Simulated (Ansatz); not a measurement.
**Molecular dynamics, step by step**

LiBSiH₄O (SMILES [Li][O]B[SiH3]), singlet, PBE0-D4/def2-TZVP (Ansatz 0.2.0). Settings (timestep in fs, temperature in K; T counts 18 degrees of freedom):

```yaml
hamiltonian: {xc: pbe0, dispersion: d4}
md: {n_steps: 30, timestep: 0.5, temperature: 1000, ensemble: nvt_nose_hoover, seed: 359, initial_velocities: maxwell_boltzmann}
```

Start (the SMILES describes the start alone):

Li1  (-1.786, -1.864, 1.860)
O2  (-0.773, -0.766, 1.367)
B3  (0.067, 0.147, 0.930)
Si4  (0.405, 0.358, -1.006)
H5  (0.604, 0.858, 1.740)
H6  (-0.443, 1.366, -1.675)
H7  (1.766, 0.763, -1.405)
H8  (0.160, -0.862, -1.811)
(Å)

```json
{"step": "0", "time (fs)": "0.00", "potential energy less the start (meV)": "0.0", "kinetic energy (meV)": "775.6", "T (K)": "1000"}
{"step": "2", "time (fs)": "1.00", "potential energy less the start (meV)": "3.7", "kinetic energy (meV)": "772.0", "T (K)": "995"}
{"step": "4", "time (fs)": "2.00", "potential energy less the start (meV)": "63.9", "kinetic energy (meV)": "712.3", "T (K)": "918"}
{"step": "6", "time (fs)": "3.00", "potential energy less the start (meV)": "148.3", "kinetic energy (meV)": "628.5", "T (K)": "810"}
{"step": "8", "time (fs)": "4.00", "potential energy less the start (meV)": "221.3", "kinetic energy (meV)": "555.9", "T (K)": "717"}
{"step": "10", "time (fs)": "5.00", "potential energy less the start (meV)": "258.9", "kinetic energy (meV)": "518.5", "T (K)": "669"}
{"step": "12", "time (fs)": "6.00", "potential energy less the start (meV)": "254.6", "kinetic energy (meV)": "522.7", "T (K)": "674"}
{"step": "14", "time (fs)": "7.00", "potential energy less the start (meV)": "221.2", "kinetic energy (meV)": "555.8", "T (K)": "717"}
{"step": "16", "time (fs)": "8.00", "potential energy less the start (meV)": "186.9", "kinetic energy (meV)": "589.7", "T (K)": "760"}
{"step": "18", "time (fs)": "9.00", "potential energy less the start (meV)": "181.9", "kinetic energy (meV)": "594.8", "T (K)": "767"}
{"step": "20", "time (fs)": "10.00", "potential energy less the start (meV)": "214.7", "kinetic energy (meV)": "562.6", "T (K)": "725"}
{"step": "22", "time (fs)": "11.00", "potential energy less the start (meV)": "258.7", "kinetic energy (meV)": "519.5", "T (K)": "670"}
{"step": "24", "time (fs)": "12.00", "potential energy less the start (meV)": "277.1", "kinetic energy (meV)": "501.4", "T (K)": "646"}
{"step": "26", "time (fs)": "13.00", "potential energy less the start (meV)": "268.8", "kinetic energy (meV)": "509.4", "T (K)": "657"}
{"step": "28", "time (fs)": "14.00", "potential energy less the start (meV)": "266.0", "kinetic energy (meV)": "512.2", "T (K)": "660"}
{"step": "30", "time (fs)": "15.00", "potential energy less the start (meV)": "290.6", "kinetic energy (meV)": "488.2", "T (K)": "629"}
```

Step 20, positions (Å) and forces (eV/Å):

```
atom       x       y       z      Fx      Fy      Fz
 Li1  -1.805  -1.974   1.858   0.347   0.507  -0.225
  O2  -0.823  -0.693   1.361  -0.618  -0.646   0.654
  B3   0.135   0.133   1.052  -0.890  -0.789  -1.866
 Si4   0.407   0.363  -1.048   0.068  -0.101  -0.184
  H5   0.866   0.580   1.835   0.827   0.715   0.796
  H6  -0.585   1.112  -1.915   0.114   0.239   0.486
  H7   1.765   1.039  -1.300  -0.468  -0.512  -0.269
  H8   0.188  -0.988  -1.806   0.621   0.588   0.607
```

Step 24, positions (Å) and forces (eV/Å):

| atom | x | y | z | Fx | Fy | Fz |
| --- | --- | --- | --- | --- | --- | --- |
| Li1 | -1.804 | -1.991 | 1.855 | 0.344 | 0.525 | -0.223 |
| O2 | -0.846 | -0.692 | 1.367 | 0.840 | 0.573 | 0.323 |
| B3 | 0.163 | 0.144 | 1.066 | -2.588 | -2.118 | -2.122 |
| Si4 | 0.407 | 0.365 | -1.058 | 0.316 | -0.512 | 0.533 |
| H5 | 0.922 | 0.534 | 1.827 | 1.070 | 0.795 | 1.155 |
| H6 | -0.589 | 1.072 | -1.895 | -0.256 | 0.470 | 0.131 |
| H7 | 1.742 | 1.053 | -1.301 | -0.266 | -0.394 | -0.346 |
| H8 | 0.247 | -1.015 | -1.772 | 0.540 | 0.660 | 0.548 |

Step 26, positions (Å) and forces (eV/Å):

```json
{"atom": "Li1", "x": "-1.804", "y": "-1.998", "z": "1.853", "Fx": "0.334", "Fy": "0.523", "Fz": "-0.215"}
{"atom": "O2", "x": "-0.858", "y": "-0.691", "z": "1.371", "Fx": "1.399", "Fy": "1.005", "Fz": "0.209"}
{"atom": "B3", "x": "0.173", "y": "0.146", "z": "1.071", "Fx": "-2.674", "Fy": "-2.282", "Fz": "-1.711"}
{"atom": "Si4", "x": "0.407", "y": "0.367", "z": "-1.063", "Fx": "0.380", "Fy": "-0.621", "Fz": "0.921"}
{"atom": "H5", "x": "0.965", "y": "0.522", "z": "1.840", "Fx": "0.614", "Fy": "0.535", "Fz": "0.755"}
{"atom": "H6", "x": "-0.594", "y": "1.058", "z": "-1.881", "Fx": "-0.425", "Fy": "0.546", "Fz": "-0.029"}
{"atom": "H7", "x": "1.725", "y": "1.055", "z": "-1.306", "Fx": "-0.091", "Fy": "-0.281", "Fz": "-0.378"}
{"atom": "H8", "x": "0.284", "y": "-1.019", "z": "-1.747", "Fx": "0.463", "Fy": "0.575", "Fz": "0.447"}
```

Last step (30):

Li1  (-1.801, -2.010, 1.848)
O2  (-0.877, -0.687, 1.378)
B3  (0.188, 0.145, 1.076)
Si4  (0.407, 0.368, -1.071)
H5  (1.063, 0.511, 1.881)
H6  (-0.617, 1.047, -1.857)
H7  (1.693, 1.051, -1.328)
H8  (0.371, -1.013, -1.685)
(Å)

The run took about 4.8 min on 2 CPU threads of an Intel Xeon (shared host).
